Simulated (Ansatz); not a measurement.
Reaction (atomization): `[Cl][Ge]([Cl])([Cl])[I]` → 3 Cl• + Ge• + I•

Isolated molecules relaxed with PBE0-D4/def2-TZVP in Ansatz; ΔE leaves out vibrations. CCSD(T)/CBS is the MP2 limit (def2-TZVPP, def2-QZVPP) plus CCSD(T) − MP2 in def2-TZVPP, frozen cores. This one scheme is used for every species, atoms too. DFT in def2-TZVPP. No spin–orbit coupling; open shells (•) take unrestricted orbitals. Spin–orbit coupling would lower the free atoms: a little for Cl; clearly for Ge; strongly for I. Elements past krypton have def2 core potentials. For Ge, I outer-core shells are correlated without core-valence functions, so the limit isn't a true one: a few kJ/mol of doubt a bond, and 10 to 20 or more in all where bonds break to atoms. Scalar relativity is left out up to krypton.

| species | CAM-B3LYP energy (Eh) |
| --- | --- |
| `[Cl][Ge]([Cl])([Cl])[I]` | -3755.69092 |
| Cl• | -460.16616 |
| Ge• | -2077.03810 |
| I• | -297.68728 |

Q: Work out ΔE.

A: ΔE = 3 × (-460.16616) + (-2077.03810) + (-297.68728) − (-3755.69092) = 0.46706 Eh = +1226.3 kJ/mol. CCSD(T)/CBS gives +1310.3 kJ/mol.

Largest T1 diagnostic among the species: 0.009.

From r2SCAN to r2SCAN0 (25 % exact exchange), in def2-TZVPP and without D4, ΔE moves by −35.3 kJ/mol: exact exchange takes away binding that semilocal exchange gives to molecules. In def2-TZVPP, CCSD(T) changes the Hartree–Fock value by +373.3 kJ/mol (the triples alone add +45.6 kJ/mol) and MP2 by +458.7 kJ/mol; breaking electron pairs costs correlation energy, which Hartree–Fock lacks.

For atomizations the MP2-based limit and the directly extrapolated one differ by several kJ/mol either way, and by 10 to 25 for some Ge, Se and Sn compounds, so smaller differences from it don't rank the levels.
